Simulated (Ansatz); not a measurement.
`O=[CH][AlH][F]` + CH₃SH → `C[S][AlH][F]` + `C=O` at 700 K and 1 bar (ligand exchange at the Al–C bond).

Gas-phase electronic energies from Ansatz, PBE0-D4/def2-TZVP geometries. CCSD(T)/CBS adds triple-zeta CCSD(T) − MP2 to the extrapolated MP2 energy (def2 sets, frozen cores). This one scheme is used for every species. Each species was taken in one conformer, which may not be the lowest.

```csv
species,CCSD(T)/CBS energy (Eh),H − E (kJ/mol),S (J/(mol·K))
`O=[CH][AlH][F]`,-456.27101,124.2,393.1
CH₃SH,-438.22835,160.2,309.0
`C[S][AlH][F]`,-780.15488,192.6,427.7
`C=O`,-114.39408,97.4,254.3
```

H − E and S are ideal-gas, rigid-rotor, harmonic terms from PBE0-D4/def2-TZVP, for one conformer and one mirror image of each species. 1 Eh = 2625.50 kJ/mol, R = 8.31446 J/(mol·K).

Question: By hand: ΔE, ΔH, ΔS and ΔG.

Answer: ΔE = (-780.15488) + (-114.39408) − (-456.27101) − (-438.22835) = -0.04960 Eh = -130.2 kJ/mol. Δ(H − E) = 192.6 + 97.4 − 124.2 − 160.2 = 5.6, so ΔH = -124.6 kJ/mol. ΔS = 427.7 + 254.3 − 393.1 − 309.0 = -20.1 J/(mol·K). ΔG = -124.6 − 700 × (-20.1)/1000 = -110.5 kJ/mol.

Question: By hand: the equilibrium constant, and the temperature at which ΔG would vanish if ΔH and ΔS stayed fixed.

Answer: log₁₀ K = −ΔG/(RT ln 10) = 8.2. ΔG = 0 at ΔH/ΔS = 6199 K, far beyond where these terms or the molecules hold.

ΔH outweighs TΔS. A doubt of 5 kJ/mol in ΔE shifts log₁₀ K by 0.4 here. Other conformers and mirror images would add mixing entropy, several J/(mol·K) or more a flexible species. Modes under 60 cm⁻¹, often nearly free rotors, make the harmonic entropy too high. These are equilibria of isolated gas molecules and say nothing of rates. Largest T1 diagnostic: 0.015 (customary marks: 0.02 for closed shells, 0.045 for open ones).
